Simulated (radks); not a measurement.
Neutral tantalum inside a hard spherical wall (all orbitals vanish at R), configuration held at [Xe] 4f14 5d3 6s2 and not refilled when levels cross. Calculated with a radial shooting solver on a logarithmic mesh with Libxc functionals: scalar-relativistic Kohn-Sham, PBEsol, spin-polarised, spherical densities, point nucleus; open shells are filled with parallel spins first (spin-orbit coupling, left out, can overturn this in heavy ions). Eigenvalues in eV for spin up, with the zero of energy where the potential of the charges vanishes at infinity; a dash marks a level that is unbound or too diffuse for the functional's potential to be trusted. A positive occupied level is held by the wall or, in an anion where self-interaction has pushed it up, behind a barrier. The pressure on the wall is -dE/dV.

R (bohr) = free: E (hartree) -15599.9561; kinetic (hartree) 17141.664; e(5p) -39.839; e(4f) -24.591; e(6s) -5.917; e(5d) -4.242; e(6p, empty) -1.566; e(7s, empty) -; pressure (GPa) 0
R (bohr) = 15: E (hartree) -15599.9561; kinetic (hartree) 17141.664; e(5p) -39.839; e(4f) -24.590; e(6s) -5.917; e(5d) -4.242; e(6p, empty) -1.562; e(7s, empty) 0.245; pressure (GPa) < 0.0001
R (bohr) = 10: E (hartree) -15599.9555; kinetic (hartree) 17141.671; e(5p) -39.793; e(4f) -24.544; e(6s) -5.882; e(5d) -4.201; e(6p, empty) -1.434; e(7s, empty) 1.726; pressure (GPa) 0.0158
R (bohr) = 8: E (hartree) -15599.9502; kinetic (hartree) 17141.714; e(5p) -39.546; e(4f) -24.293; e(6s) -5.687; e(5d) -3.982; e(6p, empty) -0.984; e(7s, empty) 4.316; pressure (GPa) 0.246
R (bohr) = 4: E (hartree) -15599.2903; kinetic (hartree) 17144.556; e(5p) -32.105; e(4f) -16.141; e(6s) 4.264; e(5d) 3.374; e(6p, empty) 14.330; e(7s, empty) 50.340; pressure (GPa) 127
R (bohr) = 3.5: E (hartree) -15598.6477; kinetic (hartree) 17146.980; e(5p) -28.446; e(4f) -11.863; e(6s) 11.907; e(5d) 7.750; e(6p, empty) 24.989; e(7s, empty) 76.779; pressure (GPa) 352
R (bohr) = 2.5: E (hartree) -15593.4580; kinetic (hartree) 17166.100; e(5p) -10.457; e(4f) 9.015; e(6s) 61.522; e(5d) 31.810; e(6p, empty) 87.398; e(7s, empty) 213.03; pressure (GPa) 4510
R (bohr) = 2: E (hartree) -15581.9902; kinetic (hartree) 17205.857; e(5p) 18.395; e(4f) 38.096; e(6s) 147.55; e(5d) 70.423; e(6p, empty) 186.32; e(7s, empty) 408.62; pressure (GPa) 23500
